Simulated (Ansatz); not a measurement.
Ligand exchange: C3H7Br + GeH2(CH3)Cl → C3H7Cl + GeH2(CH3)Br

Species: C3H7Br (1-bromopropane) `CCCBr`, singlet; GeH2(CH3)Cl, singlet; C3H7Cl (1-chloropropane) `CCCCl`, singlet; GeH2(CH3)Br, singlet. The partners trade Br for Cl: C–Br and Ge–Cl bonds give way to C–Cl and Ge–Br.

Shapes, held fixed at every level: PBE0-D4/def2-TZVP. Flexible molecules stand in one conformer, not always the lowest. Programs: Ansatz 0.2.0. Electronic energies: no zero-point or thermal term.

Question: Estimate ΔE of this reaction.

Answer: The highest level, CCSD(T)/def2-TZVPP, gives ΔE = +2.2 kJ/mol; the levels span -2.9 to +2.9. That is about zero within the method's error. They disagree on the sign: 3 of 7 are positive. The column of differences is taken from that level and isn't an error. No measured value is set beside it here. Relativity is left out for Br, Ge. Outer-core shells of Br, Ge are correlated in most correlated rows, in sets that cover them unevenly. Times are processor times on shared x86 and Arm servers, and rough.

| level | kind | ΔE (kJ/mol) | less CCSD(T)/def2-TZVPP | CPU time (sum over the molecules) |
| --- | --- | --- | --- | --- |
| HF/def2-TZVPP | Hartree–Fock | -2.9 | -5.1 | – |
| B3LYP-D4/def2-TZVPP | global hybrid | -0.5 | -2.7 | 49 s |
| PBE0-D4/def2-TZVPP | global hybrid | -2.3 | -4.5 | 31 s |
| wB97M-V/def2-TZVPP | range-separated hybrid | -1.1 | -3.3 | 2 min |
| B2PLYP/def2-TZVPP | double hybrid | +0.3 | -1.9 | 58 s |
| MP2/def2-TZVPP | perturbation theory | +2.9 | +0.7 | – |
| CCSD(T)/def2-TZVPP | coupled cluster or CI | +2.2 | 0.0 | 22 min |
